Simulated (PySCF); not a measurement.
# GeCl, PBE0: how much the basis matters

PySCF, UKS reference; doublet, unpaired electrons π ↑; De to Ge + Cl without counterpoise correction.

| basis | relativity | functions | Re (Å) | ωe (cm⁻¹) | De (eV) | μ (D) |
| --- | --- | --- | --- | --- | --- | --- |
| cc-pVDZ-PP/cc-pV(D+d)Z | scalar-relativistic core potentials | 46 | 2.197 | 399 | 4.01 | -1.98 |
| cc-pVTZ-PP/cc-pV(T+d)Z | scalar-relativistic core potentials | 78 | 2.177 | 402 | 4.11 | -1.75 |
| def2-TZVPP | no relativity | 90 | 2.173 | 408 | 4.14 | -1.64 |
| def2-TZVPPD | no relativity | 105 | 2.174 | 406 | 4.15 | -1.61 |

How does each smaller set differ from the one with most functions, def2-TZVPPD?

cc-pVDZ-PP/cc-pV(D+d)Z: +2.3 pm, -1.7 % in ωe, -0.14 eV in De; cc-pVTZ-PP/cc-pV(T+d)Z: +0.3 pm, -1.0 % in ωe, -0.04 eV in De; def2-TZVPP: -0.1 pm, +0.5 % in ωe, -0.01 eV in De. All at PBE0; the set with most functions is neither the basis-set limit nor always the best. The rows treat relativity differently, so the differences are not basis effects alone.

A positive dipole means Ge(−)Cl(+). Spin–orbit coupling is left out. The state was picked by a PBE0 search and need not be the measured ground state.
